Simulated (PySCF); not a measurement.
**A survey of $^{29}$Si NMR shifts**

How the numbers were obtained: GFN2-xTB structure, σ from GIAO-PBE0/pcSseg-1, in PySCF 2.14 (a single conformation, no solvent, fast rotation and ring inversion assumed for equivalent nuclei, relativity neglected).

Shieldings were converted by a linear fit to measured shifts: $^{29}$Si: δ = 279.94 − 0.822σ (rms 8.9 ppm, 72 shifts, 25.8 ppm with the 6 outliers that the fit left out vs TMS, solution or neat liquid). Occasional misses reach two or three times the rms, and more in compound classes unlike the fitted ones.

(1) Give the $^{29}$Si shifts of `C=C[Si@@H](Cl)[SiH2]N=C`, `N#C[SiH2][C@@H]([SiH3])CCl`, `COC(=O)[SiH2]P([SiH3])[SiH3]`, `N#CC[C@@H]([SiH3])[SiH2]Cl`, `C[Si@H]1[Si@@H](Cl)[Si@@H](CCl)[Si@@H]1Cl`, `C=CC[Si@@](N)(O)OC`.

(2) Order these by $^{29}$Si shift, lowest first.
A. C[C@@H](O)/C(CO)=N/[SiH3]
B. C=CCC1=C(F)[C@H]1O[SiH3]
C. CN(C)C(=O)CO[SiH3]

## Answers

(1) 
```
                                                                 compound                                               environment  δ (ppm)
                     [CH2:1]=[CH:2][Si@@H:3]([Cl:4])[SiH2:5][N:6]=[CH2:7]                       Si3: silicon bonded to C, Cl, Si, H    -20.6
                     [CH2:1]=[CH:2][Si@@H:3]([Cl:4])[SiH2:5][N:6]=[CH2:7]                         Si5: silicon bonded to N, Si, 2 H    -52.4
                       [N:1]#[C:2][SiH2:3][C@@H:4]([SiH3:5])[CH2:6][Cl:7]                             Si5: silicon bonded to C, 3 H    -64.8
                       [N:1]#[C:2][SiH2:3][C@@H:4]([SiH3:5])[CH2:6][Cl:7]                           Si3: silicon bonded to 2 C, 2 H    -64.9
                 [CH3:1][O:2][C:3](=[O:4])[SiH2:5][P:6]([SiH3:7])[SiH3:8]                          Si5: silicon bonded to C, P, 2 H    -53.4
                 [CH3:1][O:2][C:3](=[O:4])[SiH2:5][P:6]([SiH3:7])[SiH3:8]                      Si7/8: silicon bonded to P, 3 H (×2)    -72.8
                       [N:1]#[C:2][CH2:3][C@@H:4]([SiH3:5])[SiH2:6][Cl:7]                         Si6: silicon bonded to C, Cl, 2 H    -18.4
                       [N:1]#[C:2][CH2:3][C@@H:4]([SiH3:5])[SiH2:6][Cl:7]                             Si5: silicon bonded to C, 3 H    -65.8
[CH3:1][Si@H:2]1[Si@@H:3]([Cl:4])[Si@@H:5]([CH2:6][Cl:7])[Si@@H:8]1[Cl:9]  Si8: silicon bonded to Cl, 2 Si, H, in a 4-membered ring     -4.9
[CH3:1][Si@H:2]1[Si@@H:3]([Cl:4])[Si@@H:5]([CH2:6][Cl:7])[Si@@H:8]1[Cl:9]  Si3: silicon bonded to Cl, 2 Si, H, in a 4-membered ring     -6.5
[CH3:1][Si@H:2]1[Si@@H:3]([Cl:4])[Si@@H:5]([CH2:6][Cl:7])[Si@@H:8]1[Cl:9]   Si5: silicon bonded to C, 2 Si, H, in a 4-membered ring    -27.4
[CH3:1][Si@H:2]1[Si@@H:3]([Cl:4])[Si@@H:5]([CH2:6][Cl:7])[Si@@H:8]1[Cl:9]   Si2: silicon bonded to C, 2 Si, H, in a 4-membered ring    -31.1
                                                       C=CC[Si@@](N)(O)OC                               silicon bonded to C, N, 2 O    -38.9
```

(2) A (-63.5 ppm, silicon bonded to N, 3 H), B (-45.4 ppm, silicon bonded to O, 3 H), C (-36.6 ppm, silicon bonded to O, 3 H).
